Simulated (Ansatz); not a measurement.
The same path of ClH + ClH3SiZn (8 atoms, charge 0, multiplicity 1) was run twice with different band settings. Lost on the way: Zn1–Si2, H4–Cl5. Made: Si2–H4.

Method: Ansatz 0.2.0, RKS B3LYP-D4/def2-SVP.

Relaxed end points:

```xyz
8
Properties=species:S:1:pos:R:3
Zn -0.258 -1.375 -0.401
Si 0.940 0.154 0.936
Cl -1.218 -2.947 -1.488
H -1.173 1.768 -1.164
Cl -1.884 0.777 -1.595
H 2.274 -0.334 1.397
H 1.170 1.422 0.167
H 0.149 0.535 2.148
```

```xyz
8
Properties=species:S:1:pos:R:3
Zn -1.381 -0.835 -1.254
Si 0.903 0.540 0.815
Cl -1.018 -2.871 -1.709
H 0.398 -0.638 0.020
Cl -2.101 1.158 -1.049
H 2.136 0.082 1.513
H 1.207 1.643 -0.130
H -0.145 0.921 1.795
```

Common settings: movable images 5; climbing image yes; spring 5.0 eV/Å²; start path through a guess of the saddle point; force threshold 0.05 eV/Å; iteration limit 60; end points relaxed.

| run | optimiser |
| --- | --- |
| 1 | quadratic models (default) |
| 2 | fire |

What does each run give, and how far can it be trusted?

Run 1: converged after 24 iterations, highest image 0.857 eV above the first end. Neighbouring images differ by up to 1.7 eV, so the band resolves the path poorly. A vibrational analysis at the climbing image gives one clearly imaginary mode, 977i cm⁻¹: a first-order saddle point.
Run 2: converged after 37 iterations, highest image 0.878 eV above the first end. Neighbouring images differ by up to 1.5 eV, so the band resolves the path poorly. The order of the stationary point at the top wasn't checked.
The orbitals stay closed-shell, which can raise the energy where a bond breaks towards radicals; this wasn't checked here.
